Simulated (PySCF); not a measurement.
Species: CH₅B₃O₄.
Z-matrix (Å and degrees, PBE0-D3(BJ)/def2-SVP geometry), rows numbered from 1:
```
C 
O   1  1.4063
B   2  1.3401  1  123.22
O   3  1.3781  2  118.73  1   179.01
B   4  1.3620  3  120.44  2  -179.24
O   5  1.3752  4  119.68  3    -0.35
B   6  1.3698  5  120.64  4    -0.40
O   7  1.3672  6  119.64  5     0.76
H   1  1.1003  2  108.99  3   125.92
H   1  1.1002  2  112.00  3     4.96
H   1  1.1008  2  109.32  3  -115.93
H   5  1.2025  4  120.47  3   179.66
H   7  1.2030  6  120.26  5  -179.15
```

All values: PBE0/pcSseg-1 (PySCF, non-relativistic), on one gas-phase PBE0-D3(BJ)/def2-SVP geometry that isn't relaxed in the solvent. The solvent is an IEF-PCM continuum (van der Waals radii × 1.2). Only the electrostatic response of the medium enters.

| run | E − E(gas) (kcal/mol) | HOMO (eV) | HOMO–LUMO gap (eV) | dipole (D) |
| --- | --- | --- | --- | --- |
| gas | 0.00 | -8.99 | 8.57 | 1.94 |
| P | -4.09 | -8.90 | 8.51 | 2.28 |
| Q | -3.01 | -8.91 | 8.52 | 2.19 |

The runs were made in acetone and chloroform. Which run belongs to which solvent?

P = acetone, Q = chloroform. The dielectric constants are 4.711 (chloroform), 20.49 (acetone), and the energy falls further as ε rises. In this model the ground state sees the solvent through ε alone.

How constant is the ratio of the lowering to (ε − 1)/(2ε + 1)?

| solvent | (ε − 1)/(2ε + 1) | E − E(gas) (kcal/mol) | ratio (kcal/mol) | polarisation term (kcal/mol) |
| --- | --- | --- | --- | --- |
| chloroform | 0.356 | -3.01 | -8.5 | -3.19 |
| acetone | 0.464 | -4.09 | -8.8 | -4.41 |

The ratio changes by +4.1 % in size from chloroform to acetone. The polarisation term is half the interaction of the solute with the induced surface charges.

Time: 17 s; peak memory 0.95 GiB. Hardware: one thread, Arm Neoverse V1 (aarch64), shared host. This is the whole shielding run at PBE0/pcSseg-1 in acetone, SCF included.
